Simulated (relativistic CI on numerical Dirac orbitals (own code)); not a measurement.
# Hyperfine structure of Br33+, mass number 79

Method of calculation: Dirac-Coulomb-Breit CI, separate exchange-only KLI orbitals for each configuration, model QED, unscaled Slater integrals (own radial code, finite nucleus).

CI space: 1s2, 1s 2s, 1s 2p, 1s 3s, 1s 3p, 1s 3d, 1s 4s, 1s 4p, 1s 4d, 1s 4f, 1s 5s, 1s 5p, 1s 5d, 1s 5f, 1s 5g, 1s 6s, 1s 6p, 1s 6d. Levels of other configurations are missing.

Nuclear spin I = 3/2, μ = 2.1046 μN, Q = 0.3087 b (tables of Stone and Pyykkö). The electronic factors are computed for point nuclear moments, without core polarisation or the Bohr-Weisskopf and QED corrections.

```
      Level   E (eV)  A (GHz)    B (GHz)
 1s 2s 3S_1  12244.7     9433  -0.000438
1s 2p 3P°_1  12290.1     8381      -11.5
1s 2p 3P°_2  12347.1     4286       50.7
1s 2p 1P°_1  12370.4    -3692       36.3
 1s 3s 3S_1  14523.1     8708  -0.000483
1s 3p 3P°_1  14535.6     8203      -3.22
1s 3p 3P°_2  14552.6     4229       15.3
 1s 3d 3D_2  14558.3     4217       2.93
```

Levels with J = 0, under 50 % of one LS term, or S terms without an open s electron are left out. Small factors come from cancelling terms and can be off by tens of per cent or more.

At this charge energies of transitions that change n are usually good to better than 1 %, and those within a shell (Δn = 0) to a few per cent.

Task: Give the hyperfine levels of 1s 2s 3S_1 relative to its centre of gravity.

Result: With K = F(F + 1) − I(I + 1) − J(J + 1), E = AK/2 + B[¾K(K + 1) − I(I + 1)J(J + 1)]/[2I(2I − 1)J(2J − 1)]: F = 1/2: -23580, F = 3/2: -9433, F = 5/2: 14150 GHz.

LS names give the leading component of a level, which can be under half, so a name can repeat, a term be missing and a line seem to break the LS rules.
